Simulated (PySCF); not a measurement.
**Telling isomers of C7H7Cl apart by NMR**

Calculated, not measured (PySCF): PBE0/pcSseg-1 with gauge-including orbitals, GFN2-xTB structure. Non-relativistic Hamiltonian, equivalent nuclei averaged, no solvent model, a single conformation.

Referencing at the same level of theory: 1H (σ = 31.72 ppm), 13C (σ = 186.93 ppm) against TMS. Where no couplings were computed, multiplicities follow the n + 1 count of equivalent neighbours, and m marks all less simple cases (inequivalent or close neighbours, rings, F or P nearby). Shifts are as computed. Against solution values, carbons near 30 ppm lie about +3 ppm off and those near 130 ppm about +5 ppm; carbons on Cl a further +6 ppm. Of 1211 compounds with measured shifts, 218 miss one by over three times the rms of a fit or turn the order of signals round; such compounds aren't used in these exercises. Carbons bonded to Cl come out too deshielded.

(1) Tabulate the signals of `Cc1ccc(Cl)cc1`, `C#C/C=C/C/C=C/Cl`, `Cc1ccccc1Cl`, `C[C@]12C=C[C@@]1(Cl)C=C2` and their relative energies.

(2) What is the quickest way to tell Cc1ccc(Cl)cc1 from Cc1ccccc1Cl?

(3) What is the quickest way to tell Cc1ccccc1Cl from C[C@]12C=C[C@@]1(Cl)C=C2?

(4) What is the quickest way to tell Cc1ccc(Cl)cc1 from C#C/C=C/C/C=C/Cl?

## Answers

(1) 
```tsv
SMILES	carbon types	δC	δH	E rel. (kcal/mol)
Cc1ccc(Cl)cc1	2×C 4×CH 1×CH3	142.8, 141.5, 135.5, 134.8, 23.4	7.52 (m, 2H), 7.42 (m, 2H), 2.45 (s, 3H)	0.5
C#C/C=C/C/C=C/Cl	1×C 5×CH 1×CH2	153.6, 139.7, 132.5, 117.5, 88.1, 86.3, 41.9	6.30 (m, 1H), 6.18 (d, 1H), 5.91 (m, 1H), 5.77 (m, 1H), 2.94 (m, 2H), 2.63 (d, 1H)	79.7
Cc1ccccc1Cl	2×C 4×CH 1×CH3	145.7, 142.4, 135.7, 135.1, 132.5, 132.0, 23.9	7.62 (d, 1H), 7.53 (m, 1H), 7.45 (m, 1H), 7.40 (m, 1H), 2.48 (s, 3H)	0.0
C[C@]12C=C[C@@]1(Cl)C=C2	2×C 4×CH 1×CH3	159.3, 153.8, 76.5, 67.1, 15.0	7.02 (d, 2H), 6.71 (d, 2H), 1.54 (s, 3H)	77.5
```

Energies are electronic energies at PBE0/pcSseg-1 on these geometries, without zero-point or thermal terms, each for the one conformer computed, which needn't be the lowest.

(2) Count the carbon signals: 5 against 7. The first has a substituted aromatic carbon (C) at 141.5 ppm, the second an aromatic carbon bearing chlorine (C) at 145.7 ppm. Their most deshielded carbons lie at 142.8 and 145.7 ppm.

(3) Count the carbon signals: 7 against 5. The first has an aromatic carbon bearing chlorine (C) at 145.7 ppm, the second an allylic fully substituted sp3 carbon bonded to Cl (C) at 76.5 ppm. Their most deshielded carbons lie at 145.7 and 159.3 ppm. In the proton spectra the most deshielded non-exchanging signals are 7.62 (d, 1H) and 7.02 (d, 2H).

(4) Count the carbon signals: 5 against 7. The first has a methyl carbon on an aromatic ring (CH3) at 23.4 ppm, the second an allylic sp3 CH2 at 41.9 ppm. Their most deshielded carbons lie at 142.8 and 153.6 ppm. In the proton spectra the most deshielded non-exchanging signals are 7.52 (m, 2H) and 6.30 (m, 1H).
